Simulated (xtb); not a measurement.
C₄H₉NO, triplet, from a rough starting geometry (a higher spin typed on purpose: for a closed-shell molecule this is an excited state); GFN2-xTB (xtb 6.7.1).

Input for xtb:
```
$ xtb mol.xyz --gfn 2 --uhf 2 --opt vtight --json

# file mol.xyz
15

C     -1.49753228    -0.61641990    -0.93985361
N     -0.35098278    -0.10962604    -0.18996492
C     -0.72488753     0.22303505     1.17270213
C      0.83089960    -0.10305151    -0.73217448
C      1.97105610     0.41963457     0.17797364
O      1.06354183    -0.41319692    -1.91005104
H     -2.29273674     0.14609510    -1.00553137
H     -1.12212866    -0.83579159    -1.94967088
H     -1.91211917    -1.53963561    -0.52490703
H     -0.05092477     1.03401380     1.55313187
H     -0.71590617    -0.62106278     1.83572948
H     -1.73093414     0.72482699     1.18422774
H      2.86899398     0.28411538    -0.36478590
H      1.77984532     1.48810598     0.55279484
H      2.00772428    -0.26070387     1.04495289
```

The log (banner, timings and long lists left out):

```
   ID    Z sym.   atoms
    1    6 C      1, 3-5
    2    7 N      2
    3    8 O      6
    4    1 H      7-15

           -------------------------------------------------
          |                Calculation Setup                |
           -------------------------------------------------

           -------------------------------------------------
          |                 G F N 2 - x T B                 |
           -------------------------------------------------

          ...................................................
          :                      SETUP                      :
          :.................................................:
          :  # basis functions                  33          :
          :  # atomic orbitals                  33          :
          :  # shells                           21          :
          :  # electrons                        36          :
          :  max. iterations                   250          :
          :  Hamiltonian                  GFN2-xTB          :
          :  restarted?                      false          :
          :  GBSA solvation                  false          :
          :  PC potential                    false          :
          :  electronic temp.          300.0000000     K    :
          :  accuracy                    1.0000000          :
          :  -> integral cutoff          0.2500000E+02      :
          :  -> integral neglect         0.1000000E-07      :
          :  -> SCF convergence          0.1000000E-05 Eh   :
          :  -> wf. convergence          0.1000000E-03 e    :
          :  Broyden damping             0.4000000          :
          :  net charge                          0          :
          :  unpaired electrons                  2          :
          ...................................................

 iter      E             dE          RMSdq      gap      omega  full diag
   1    -20.0385617 -0.200386E+02  0.356E+00    5.33       0.0  T
   2    -20.1151326 -0.765709E-01  0.308E+00    3.52       1.0  T
   3    -20.1604988 -0.453662E-01  0.195E+00    4.26       1.0  T
   4    -20.0984886  0.620102E-01  0.235E+00    4.99       1.0  T
   5    -20.1698476 -0.713590E-01  0.627E-01    4.61       1.0  T
   6    -20.1657036  0.414399E-02  0.838E-01    4.68       1.0  T
   7    -20.1736514 -0.794774E-02  0.166E-01    4.64       1.0  T
   8    -20.1738271 -0.175775E-03  0.494E-02    4.63       1.0  T
[...]
 * total energy  :   -19.9829814 Eh     change       -0.6026120E-05 Eh
 * total energy  :   -19.9829843 Eh     change       -0.2858898E-05 Eh
 * total energy  :   -19.9829861 Eh     change       -0.1801014E-05 Eh
 * total energy  :   -19.9829871 Eh     change       -0.1075612E-05 Eh
 * total energy  :   -19.9829884 Eh     change       -0.1310958E-05 Eh
 * total energy  :   -19.9829896 Eh     change       -0.1151459E-05 Eh
 * total energy  :   -19.9829902 Eh     change       -0.5980393E-06 Eh
 * total energy  :   -19.9829905 Eh     change       -0.2972799E-06 Eh
 * total energy  :   -19.9829907 Eh     change       -0.2247655E-06 Eh
 * total energy  :   -19.9829909 Eh     change       -0.1750183E-06 Eh
 * total energy  :   -19.9829910 Eh     change       -0.1201708E-06 Eh
 * total energy  :   -19.9829911 Eh     change       -0.5595862E-07 Eh
   *** GEOMETRY OPTIMIZATION CONVERGED AFTER 29 ITERATIONS ***
         :: total energy             -19.982991070349 Eh    ::
[...]
 Mol. C8AA /au·bohr⁸  :      36785.764206
 Mol. α(0) /au        :         62.492182

Wiberg/Mayer (AO) data.
largest (>0.10) Wiberg bond orders for each atom

 ---------------------------------------------------------------------------
     #   Z sym  total        # sym  WBO       # sym  WBO       # sym  WBO
 ---------------------------------------------------------------------------
     1   6 C    3.977 --     2 N    1.050     7 H    0.972     8 H    0.950
                             9 H    0.941
     2   7 N    3.333 --     1 C    1.050     3 C    1.040     4 C    0.940
                             6 O    0.211
     3   6 C    3.980 --     2 N    1.040    10 H    0.976    12 H    0.967
                            11 H    0.947
     4   6 C    3.372 --     6 O    1.436     2 N    0.940     5 C    0.929
     5   6 C    3.980 --    13 H    0.983    15 H    0.974    14 H    0.963
                             4 C    0.929
     6   8 O    1.869 --     4 C    1.436     2 N    0.211
     7   1 H    0.997 --     1 C    0.972
     8   1 H    0.991 --     1 C    0.950
     9   1 H    0.995 --     1 C    0.941
    10   1 H    0.996 --     3 C    0.976
    11   1 H    0.996 --     3 C    0.947
    12   1 H    0.996 --     3 C    0.967
    13   1 H    0.996 --     5 C    0.983
    14   1 H    0.997 --     5 C    0.963
    15   1 H    0.998 --     5 C    0.974
 ---------------------------------------------------------------------------

Topologies differ in total number of bonds
Writing topology from bond orders to xtbtopo.mol

molecular dipole:
                 x           y           z       tot (Debye)
 q only:       -0.927       0.225       1.273
   full:       -1.007       0.247       1.469       4.570
molecular quadrupole (traceless):
                xx          xy          yy          xz          yz          zz
 q only:        3.301       2.060       0.213       4.599      -0.583      -3.514
  q+dip:        4.080       2.602       0.992       4.588      -1.529      -5.073
   full:        4.311       2.851       0.573       4.824      -1.225      -4.885

optimized geometry written to: xtbopt.xyz

           -------------------------------------------------
          | TOTAL ENERGY              -19.982991070349 Eh   |
          | GRADIENT NORM               0.000066860142 Eh/α |
          | HOMO-LUMO GAP               6.836712026760 eV   |
           -------------------------------------------------

normal termination of xtb
```
